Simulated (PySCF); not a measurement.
ethylene carbonate cation (C3H4O3), SMILES O=C1OCCO1 (connectivity only; charge and spin as stated), charge +1, multiplicity 2. Atoms are numbered in the order given.

```xyz
10

O      0.0000     0.0000     2.0568
C      0.0000     0.0000     0.8966
O      0.0000     1.1075     0.0457
C      0.0000     0.7504    -1.2823
C      0.0000    -0.7504    -1.2823
O      0.0000    -1.1075     0.0457
H      0.8739     1.2293    -1.7943
H     -0.8739     1.2293    -1.7943
H     -0.8739    -1.2293    -1.7943
H      0.8739    -1.2293    -1.7943
```
Charge +1, spin multiplicity 2.

The structure is a stationary point at ωB97X-D3(BJ)/def2-SVP. The geometry has at least one imaginary mode, so it is a saddle point at that level. The spin state was assumed, not searched. The values are those of a single conformer.

These are ωB97X-D3(BJ)/def2-SVP in PySCF values and carry that method's errors.

Harmonic, unscaled wavenumbers; measured fundamentals usually lie a few per cent lower.

Computed harmonic wavenumbers and intensities:
```json
[
 {"mode": "1", "ν (cm⁻¹)": "1261i", "IR (km/mol)": "5661.7", "moving atoms (share of kinetic energy)": "C 57 %, O 27 %, H 16 %"},
 {"mode": "2", "ν (cm⁻¹)": "31i", "IR (km/mol)": "0.0", "moving atoms (share of kinetic energy)": "H 62 %, O 28 %, C 10 %"},
 {"mode": "3", "ν (cm⁻¹)": "86", "IR (km/mol)": "5.6", "moving atoms (share of kinetic energy)": "O 74 %, C 14 %, H 13 %"},
 {"mode": "4", "ν (cm⁻¹)": "514", "IR (km/mol)": "0.8", "moving atoms (share of kinetic energy)": "O 83 %, C 11 %"},
 {"mode": "5", "ν (cm⁻¹)": "643", "IR (km/mol)": "13.6", "moving atoms (share of kinetic energy)": "H 84 %, C 14 %"},
 {"mode": "6", "ν (cm⁻¹)": "697", "IR (km/mol)": "14.8", "moving atoms (share of kinetic energy)": "O 58 %, C 42 %"},
 {"mode": "7", "ν (cm⁻¹)": "720", "IR (km/mol)": "36.3", "moving atoms (share of kinetic energy)": "C 79 %, O 19 %"},
 {"mode": "8", "ν (cm⁻¹)": "825", "IR (km/mol)": "2.5", "moving atoms (share of kinetic energy)": "C 60 %, O 33 %"},
 {"mode": "9", "ν (cm⁻¹)": "847", "IR (km/mol)": "0.0", "moving atoms (share of kinetic energy)": "C 49 %, H 48 %"},
 {"mode": "10", "ν (cm⁻¹)": "877", "IR (km/mol)": "31.8", "moving atoms (share of kinetic energy)": "O 83 %, C 9 %, H 8 %"},
 {"mode": "11", "ν (cm⁻¹)": "965", "IR (km/mol)": "11.5", "moving atoms (share of kinetic energy)": "C 48 %, H 41 %, O 11 %"},
 {"mode": "12", "ν (cm⁻¹)": "1029", "IR (km/mol)": "0.0", "moving atoms (share of kinetic energy)": "H 83 %, C 11 %"},
 {"mode": "13", "ν (cm⁻¹)": "1070", "IR (km/mol)": "360.1", "moving atoms (share of kinetic energy)": "H 45 %, C 32 %, O 23 %"},
 {"mode": "14", "ν (cm⁻¹)": "1092", "IR (km/mol)": "0.9", "moving atoms (share of kinetic energy)": "H 92 %"},
 {"mode": "15", "ν (cm⁻¹)": "1217", "IR (km/mol)": "4.9", "moving atoms (share of kinetic energy)": "O 38 %, H 33 %, C 29 %"},
 {"mode": "16", "ν (cm⁻¹)": "1285", "IR (km/mol)": "366.8", "moving atoms (share of kinetic energy)": "H 85 %, O 14 %"},
 {"mode": "17", "ν (cm⁻¹)": "1292", "IR (km/mol)": "12.1", "moving atoms (share of kinetic energy)": "H 80 %, C 18 %"},
 {"mode": "18", "ν (cm⁻¹)": "1298", "IR (km/mol)": "87.6", "moving atoms (share of kinetic energy)": "C 41 %, H 37 %, O 23 %"},
 {"mode": "19", "ν (cm⁻¹)": "1368", "IR (km/mol)": "33.8", "moving atoms (share of kinetic energy)": "C 61 %, H 34 %"},
 {"mode": "20", "ν (cm⁻¹)": "2108", "IR (km/mol)": "706.9", "moving atoms (share of kinetic energy)": "C 64 %, O 36 %"},
 {"mode": "21", "ν (cm⁻¹)": "2878", "IR (km/mol)": "1082.4", "moving atoms (share of kinetic energy)": "H 94 %"},
 {"mode": "22", "ν (cm⁻¹)": "2923", "IR (km/mol)": "163.8", "moving atoms (share of kinetic energy)": "H 92 %, C 8 %"},
 {"mode": "23", "ν (cm⁻¹)": "2924", "IR (km/mol)": "269.1", "moving atoms (share of kinetic energy)": "H 94 %"},
 {"mode": "24", "ν (cm⁻¹)": "2928", "IR (km/mol)": "0.0", "moving atoms (share of kinetic energy)": "H 92 %, C 8 %"}
]
```
